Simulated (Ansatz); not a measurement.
Consider the ligand exchange at the Si–C bond: `N[SiH2]C[SiH2]Cl` + `S[Si](Cl)(Cl)Cl` → `Cl[SiH2]S[Si](Cl)(Cl)Cl` + `C[SiH2]N`.

Calculated with Ansatz (gas phase, PBE0-D4/def2-TZVP geometries, no zero-point term in ΔE). CCSD(T)/CBS is the MP2 limit (def2-TZVPP, def2-QZVPP) plus CCSD(T) − MP2 in def2-TZVPP, frozen cores. One conformer a species, not always the lowest.

| level | ΔE (kJ/mol) |
| --- | --- |
| MP2/def2-TZVPP | -54.5 |
| SCS-MP2/def2-TZVPP | -51.1 |

(1) What does CCSD(T)/CBS give? (Best estimate.)

Largest T1 diagnostic among the species: 0.010.

## Answers

(1) Computed: -52.8 kJ/mol. The listed levels differ from it by -1.7, 1.7 kJ/mol.

The D4 term adds −9.0 kJ/mol with B3LYP and −5.2 kJ/mol with PBE0; it sums over pairs of atoms, weighted by their polarisabilities, and B3LYP, whose exchange is more repulsive, gets the larger term. In def2-TZVPP, CCSD(T) changes the Hartree–Fock value by −3.9 kJ/mol (the triples alone add −2.3 kJ/mol) and MP2 by −10.2 kJ/mol.

B3LYP here is the variant with VWN-RPA as its local correlation; programs differ in this.
